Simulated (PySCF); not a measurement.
Bonds (- single, = double, # triple, : aromatic): C1=C2, C2-C3, C3-O4, O4-Si5, Si5-F6, C3-C7, C7-F8, C7-F9. C1 carries H10, H11; C2 carries H12; C3 carries H13; Si5 carries H14, H15; C7 carries H16. Stereochemistry as in C=C[C@@H](O[SiH2]F)C(F)F. H11 is cis to C3; H15 is pro-R; H14 is pro-S; H10 is trans to C3.

PySCF 2.14.0 with density-fitted response routines calculation with GFN2-xTB structure and shielding tensors at PBE0/pcSseg-1 (GIAO); isolated molecule, a single conformation, relativity neglected.

Task: Predict the 2D correlation tables (HSQC, COSY, HMBC).

Result: 

HSQC (one-bond C–H):
| δH | δC |
| --- | --- |
| 6.48 (H11) | 127.4 (C1) |
| 6.09 (H16) | 120.4 (C7) |
| 5.99 (H10) | 127.4 (C1) |
| 5.97 (H12) | 138.0 (C2) |
| 4.98 (H13) | 77.7 (C3) |

COSY cross peaks (H two or three bonds apart, from the bond graph; peaks can be absent where the dihedral angle is near 90°):
| δH | δH |
| --- | --- |
| 6.48 (H11) | 5.99 (H10) |
| 6.48 (H11) | 5.97 (H12) |
| 6.09 (H16) | 4.98 (H13) |
| 5.99 (H10) | 5.97 (H12) |
| 5.97 (H12) | 4.98 (H13) |
| 5.10 (H14) | 5.05 (H15) |

HMBC (two and three bonds, from the bond graph):
| δH | δC |
| --- | --- |
| 6.48 (H11) | 138.0 (C2), 77.7 (C3) |
| 6.09 (H16) | 138.0 (C2), 77.7 (C3) |
| 5.99 (H10) | 138.0 (C2), 77.7 (C3) |
| 5.97 (H12) | 127.4 (C1), 120.4 (C7), 77.7 (C3) |
| 5.10 (H14) | 77.7 (C3) |
| 5.05 (H15) | 77.7 (C3) |
| 4.98 (H13) | 138.0 (C2), 127.4 (C1), 120.4 (C7) |

δ = σ(ref) − σ, references computed at the same level: $^{1}$H (σref 31.72), $^{13}$C (σref 186.93) vs TMS.

Short H···H contacts in this conformer between protons four or more bonds apart (candidates for NOE cross peaks, intensity ∝ r⁻⁶): H12···H16 2.55 Å.

Shifts are as computed. Against solution values, carbons near 30 ppm lie about +3 ppm off and those near 130 ppm about +5 ppm. Of 1211 compounds with measured shifts, 218 miss one by over three times the rms of a fit or turn the order of signals round; such compounds aren't used in these exercises.
